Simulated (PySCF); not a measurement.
# How the method changes the shape and vibrations of BClGeH3N

These are calculations, not measurements. The program is PySCF 2.14.0, an open-source quantum chemistry code, run on an isolated molecule that a program drew, which may never have been made. The molecule is BClGeH3N (charge 0, singlet), drawn as the SMILES string `N[B](Cl)[GeH]`.

The geometry was optimised and harmonic frequencies were computed with HF and MP2, all in the cc-pV(D+d)Z basis, for the commonest isotopes, with a restricted reference for singlets and an unrestricted one otherwise, and a frozen core in MP2. Germanium has the cc-pVDZ-PP basis, with a core potential (ECP10MDF) in place of its 10 inner electrons, and its 3s, 3p and 3d shells are frozen in MP2. Each result is a local minimum of its method.

Geometry at the HF minimum:
```xyz
7
BClGeH3N, angstrom
N    -0.7628    0.8504   -0.2581
B    -0.5968    2.1717   -0.6378
Cl    1.0187    2.9319   -0.3088
Ge   -1.8793    3.5250   -1.6588
H    -0.0444    0.3249    0.1995
H    -1.6114    0.3445   -0.4011
H    -2.3937    4.1666   -0.3050
```

Lengths of the bonds as drawn, in Å (atoms numbered as above):
| bond | HF | MP2 |
|---|---|---|
| N1-B2 | 1.385 | 1.393 |
| B2-Cl3 | 1.815 | 1.810 |
| B2-Ge4 | 2.126 | 2.111 |
| N1-H5 | 1.001 | 1.016 |
| N1-H6 | 0.998 | 1.013 |
| Ge4-H7 | 1.584 | 1.593 |

Rotational constants, in GHz:
| constant | HF | MP2 |
|---|---|---|
| A | 5.627 | 5.373 |
| B | 1.773 | 1.912 |
| C | 1.366 | 1.43 |

Harmonic frequencies in cm^-1, each column in rising order, so a row needn't be the same motion in every method:
```
rank    HF   MP2
   1   105    70
   2   220   246
   3   257   263
   4   336   333
   5   454   448
   6   524   487
   7   615   599
   8   716   661
   9   738   706
  10  1098  1021
  11  1388  1364
  12  1742  1611
  13  2002     ?
  14  3800  3610
  15  3911  3739
```

**Estimate the missing MP2 frequency from the HF column.**

A single factor s that minimises the squared misfit of MP2 against s times HF over the other rows is sum(HF x MP2) / sum(HF^2) = 0.9518, with an rms misfit of 25 cm^-1. For rank 13 it gives 0.9518 x 2002 = 1906 cm^-1. The calculation gives 1960 cm^-1, 54 cm^-1 above the estimate. The drawn bonds are on average 0.5 % longer in MP2 than in HF.
